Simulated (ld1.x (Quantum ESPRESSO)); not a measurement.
## Ranking TM potentials for tantalum

All share these settings but for the change named:

- Element: tantalum
- Generator: ld1.x (Quantum ESPRESSO) 7.5
- Type: norm-conserving Troullier–Martins (Kleinman–Bylander form)
- Functional: Wu–Cohen
- Relativity: scalar-relativistic
- Frozen core: [Kr] 4d10 4f14
- Valence charge: 13
- Reference configuration: 5s2 5p6 5d2 6s0 6p0 (charge +3)
- Partial waves: 5p (bound): rc 1.85 bohr; 5d (bound): rc 2.15 bohr; 5s (bound): rc 1.95 bohr
- Local potential: the s channel
- Core correction: Bessel-smoothed model core, default radius (core density twice the valence density)

Cutoff: the first of the cutoffs (Ry, on a coarse ladder) from which the occupation-weighted sum of valence levels, in a spherical-Bessel basis at the reference potential, stays within 10 and 1 mRy of its value at 400 Ry; the density cutoff is not measured.

The base gives 40 Ry.

Of 10 variants that were run, those that failed, showed a ghost or another fault, or gave nearly equal values are left out.

A variant can come out equal or close to the base.

Rank these variants from softest to hardest (loose cutoff).
A. functional BLYP
B. all radii but the core radius scaled by about 0.91 (s 1.78, p 1.68, d 1.96 bohr)
C. wave 5p (bound): rc 1.85 bohr becomes 5p (bound): rc 1.98 bohr

C (35 Ry), A (40 Ry), B (50 Ry).
